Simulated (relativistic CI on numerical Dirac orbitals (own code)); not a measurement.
Calculated at this level of theory: Dirac-Coulomb-Breit CI, separate exchange-only KLI orbitals for each configuration, model QED (radiative potential, 1s self-energy scaled to tabulated hydrogen-like ionisation energies), unscaled Slater integrals (own radial code, finite nucleus).

The strongest absorption lines from the ground level of an ion, among the configurations computed and to levels below about 10500 eV (vacuum wavelength in nm, gf): 0.11920 (0.24), 0.15344 (0.23), 0.15362 (0.34), 0.15422 (0.15), 0.15597 (1.1), 0.15836 (0.44), 1.2297 (0.27), 1.2318 (0.15).

(1) Which ion is it?
A. Pr⁵⁴⁺
B. Tm⁶⁴⁺
C. Xe⁴⁹⁺
D. Gd⁵⁹⁺

Answers

(1) D. Gd⁵⁹⁺ has 5 electrons and the ground level 2s²2p ²P°1/2; the strongest line goes to 2s²3d ²D3/2. The pattern of lines fixes the number of electrons, and along that sequence the line energies rise steadily with the charge (about as its square where n changes within one kind of shell, about linearly where n is kept but much faster in heavy ions where fine structure, which grows about as Z⁴, sets the gap, and irregularly where shells cross), which fixes Z. Configurations outside the model, such as inner-shell arrays, can give stronger lines. At this charge energies of transitions that change n are usually good to better than 1 %, and those within a shell (Δn = 0) to a few per cent.

LS names give the leading component of a level, which can be under half, so a name can repeat, a term be missing and a line seem to break the LS rules.
